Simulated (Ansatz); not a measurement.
Compare A (`OC(F)(F)[SiH3]`) with its isomer B (`O[SiH](F)CF`).

Gas-phase electronic energies from Ansatz, PBE0-D4/def2-TZVP geometries. CCSD(T)/CBS is the MP2 limit (def2-TZVPP, def2-QZVPP) plus CCSD(T) − MP2 in def2-TZVPP, frozen cores. Functionals use def2-TZVPP. B3LYP here is the variant with VWN-RPA as its local correlation; programs differ in this. Each species was taken in one conformer, which may not be the lowest.

Question: Which isomer does CCSD(T)/CBS put lower? Give the gap. (Best estimate.)

Answer: Ansatz gave: B, by 328.5 kJ/mol.

Question: Give E(B) − E(A) in kJ/mol with CCSD(T)/def2-TZVPP, PBE-D4, r2SCAN-D4, CCSD/def2-TZVPP, PBE0-D4, ωB97M-V, B3LYP-D4. (Estimate.)

Answer: Ansatz gave: CCSD(T)/def2-TZVPP -318.9, PBE-D4 -291.8, r2SCAN-D4 -309.7, CCSD/def2-TZVPP -323.2, PBE0-D4 -302.8, ωB97M-V -313.0, B3LYP-D4 -315.2. None reverses the order clearly.

Largest T1 diagnostic: 0.013.

From PBE to PBE0 (25 % exact exchange), in def2-TZVPP and without D4, E(B) − E(A) moves by −11.0 kJ/mol.
